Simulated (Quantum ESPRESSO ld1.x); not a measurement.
Species: the antimony ion Sb5+. Configuration: [Kr] 4d10. Method: Dirac Kohn-Sham, LDA (Slater exchange, Perdew-Zunger correlation), spin-unpolarised, spherical densities, point nucleus; computed with ld1.x of Quantum ESPRESSO 7.5.

Unscreened Slater integrals over Kohn-Sham orbitals (eV). Large and small components are both included. Empty in this configuration: 5p1/2, 5p3/2, 5s1/2.

integral,value
"F0(5p3/2,5p3/2)",11.531
"F2(5p3/2,5p3/2)",6.3021
"F0(5p3/2,5p1/2)",11.681
"G2(5p3/2,5p1/2)",6.3628
"F0(5p3/2,5s1/2)",12.208
"G1(5p3/2,5s1/2)",8.1745
"F0(5p3/2,4d5/2)",14.137
"F2(5p3/2,4d5/2)",4.4578
"G1(5p3/2,4d5/2)",1.5295
"G3(5p3/2,4d5/2)",1.4360
"F0(5p3/2,4d3/2)",14.160
"F2(5p3/2,4d3/2)",4.4148
"G1(5p3/2,4d3/2)",1.4865
"G3(5p3/2,4d3/2)",1.4042
"F0(5p1/2,5p1/2)",11.839
"F0(5p1/2,5s1/2)",12.399
"G1(5p1/2,5s1/2)",8.4971
"F0(5p1/2,4d5/2)",14.454
"G3(5p1/2,4d5/2)",1.5632
"F0(5p1/2,4d3/2)",14.479
"G1(5p1/2,4d3/2)",1.6526
"F0(5s1/2,5s1/2)",13.080
"F0(5s1/2,4d5/2)",15.693
"G2(5s1/2,4d5/2)",2.2964
"F0(5s1/2,4d3/2)",15.724
"G2(5s1/2,4d3/2)",2.2311
"F0(4d5/2,4d5/2)",24.377
"F2(4d5/2,4d5/2)",12.325
"F4(4d5/2,4d5/2)",8.1565
"F0(4d5/2,4d3/2)",24.514
"F2(4d5/2,4d3/2)",12.390
"G2(4d5/2,4d3/2)",12.380
"G4(4d5/2,4d3/2)",8.1934
"F0(4d3/2,4d3/2)",24.654
"F2(4d3/2,4d3/2)",12.459
